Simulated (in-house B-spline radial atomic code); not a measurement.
Configurations of the promethium ion Pm⁺, with energies counted from [Xe] 4f5 6s1. Method: scalar-relativistic (X2C) r2SCAN0, spin-polarised, spherical fractional occupations, exact exchange averaged over the configuration, Fermi nucleus of rms radius 4.962 fm. Calculated with an all-electron radial atomic-structure program (B-spline basis). Shells without spins written out take the highest spin.

Occupations are held fixed; configurations that lie above the ionisation limit could autoionise.

```tsv
configuration	E - E(ref) (eV)	highest orbital	its <r> (bohr)
[Xe] 4f5 6d1	6.2779	6d up	7.771
[Xe] 4f4 6s1 6p1	6.6061	6p up	4.419
[Xe] 4f5 7p1	6.734	7p up	9.79
[Xe] 4f4 6s1 7s1	10.537	7s up	7.638
```

Problem. Order these further configurations by energy, lowest first.
A. [Xe] 4f4 6s2
B. [Kr] 4d9 4f5 5s2 5p6 5d1 6s1
C. [Kr] 4d10 4f5 5s2 5p5 6s1 6p1
D. [Kr] 4d10 4f5 5s2 5p5 6s1 7s1

Solution. A (4.2629 eV), C (23.611 eV), D (27.503 eV), B (122.1 eV).
